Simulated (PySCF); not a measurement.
Cd(H)(SeH) (CdH₂Se), SMILES [CdH][SeH].

Coordinates come from a B3LYP-D3(BJ)/def2-TZVP optimisation. The def2 effective core potentials stand for the cores of Cd; spin–orbit coupling is left out.

Vertical ionisation energy (IE) and electron affinity (EA) in eV. Rows of orbital energies are one-electron estimates. Where ΔSCF, EOM or ADC give a negative EA the extra electron is unbound and the value depends on the basis.

| level | IE | EA |
|---|---|---|
| −ε(HOMO), −ε(LUMO), PBE/def2-TZVPD (PySCF) | 5.71 | 1.63 |
| −ε(HOMO), −ε(LUMO), M06-2X/def2-TZVPD (PySCF) | 7.84 | 0.55 |
